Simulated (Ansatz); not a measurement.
Ideal-gas functions of CH₄BrFGe, SMILES `F[CH2][GeH2][Br]` at 500 K and 1 bar, from an Ansatz frequency run at PBE0-D4/def2-TZVP.

Molar mass 187.56 g/mol, point group Cs (symmetry number 1), electronic degeneracy 1, moments of inertia 63.255, 449.374, 502.926 u Å². Harmonic wavenumbers (cm⁻¹, unscaled): 60, 87, 247, 318, 440, 589, 619, 742, 843, 865, 1069, 1241, 1305, 1467, 2172, 2184, 3066, 3131.

Use S(trans) = R[1.5 ln M + 2.5 ln T − 1.1517]; rotational temperatures θ = 24.2544 K / I; S(rot) = R[ln(√π/σ · √(T³/θAθBθC)) + 1.5]; for each mode x = 1.438777 ν̃/T, S = R[x/(eˣ − 1) − ln(1 − e⁻ˣ)] and H = RT x/(eˣ − 1); 1 cm⁻¹ = 0.0119627 kJ/mol; R = 8.31446 J/(mol·K).

Problem. By hand: the entropy, in J/(mol·K).

Solution. Translation 184.9. Rotation: θ = 0.3834, 0.054, 0.0482 K, giving 123.5. Vibration, mode by mode: 22.93, 19.85, 11.33, 9.34, 6.89, 4.86, 4.53, 3.43, 2.73, 2.59, 1.63, 1.10, 0.94, 0.65, 0.12, 0.11, 0.01, 0.01, in all 93.0. Electronic 0.0. Sum 401.4 J/(mol·K).

Problem. By hand: H − E and G − E in kJ/mol, counted from the electronic energy.

Solution. Zero-point energy ½ × 20445 × 0.0119627 = 122.3; thermal vibration 22.9; translation, rotation and pV give 4 RT = 16.6. H − E = 161.8 kJ/mol, and G − E = 161.8 − 500 × 401.4/1000 = -38.9 kJ/mol.

Vibration gives 23 % of the entropy, 42.8 J/(mol·K) of it from the modes under 150 cm⁻¹: soft modes count most, and the harmonic formula is weakest for them. The sum counts one conformer and one mirror image; others add a mixing term.
